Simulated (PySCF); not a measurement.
## Te (tellurium, neutral) across methods

[Kr] 4d10 5s1 5p5, high-spin 3P determinant (an excited configuration). All numbers are calculated (PySCF 2.14, a scalar-relativistic core potential, in def2-TZVPPD with the def2 core potential (28 electrons) (7s6p4d2f, 59 functions)). The B2PLYP total includes its PT2 part (frozen core); its orbital energies are those of the SCF part.

| method | E (hartree) | mean ε 5s α (eV) | mean ε 5p α (eV) | mean ε 5p β (eV) | Σ⟨r²⟩ (bohr²) | ⟨S²⟩ |
| --- | --- | --- | --- | --- | --- | --- |
| PBE | -267.6323 | -16.598 | -7.060 | -5.816 | 61.44 | 2.005 |
| PBE0 | -267.6462 | -18.656 | -8.290 | -6.556 | 61.40 | 2.009 |
| r2SCANh | -267.7319 | -18.204 | -7.954 | -6.171 | 61.28 | 2.015 |
| r2SCAN0 | -267.7135 | -19.307 | -8.617 | -6.589 | 61.37 | 2.017 |
| B3LYP | -267.7258 | -18.203 | -7.941 | -6.468 | 61.63 | 2.007 |
| B2PLYP | -267.3676 | -20.610 | -9.296 | -7.017 | 62.09 | 2.016 |
| UHF | -266.63878 | -24.162 | -11.383 | -7.636 | 63.16 | 2.044 |
| LDA | -267.2405 | -16.801 | -7.146 | -5.987 | 61.33 | 2.004 |

(1) Estimate the same row for r2SCAN.

Energies and moments cover only the electrons outside the core potential.

Results:

(1) E (hartree) = -267.7442; mean ε 5s α (eV) = -17.468; mean ε 5p α (eV) = -7.513; mean ε 5p β (eV) = -5.891; Σ⟨r²⟩ (bohr²) = 61.22; ⟨S²⟩ = 2.014.
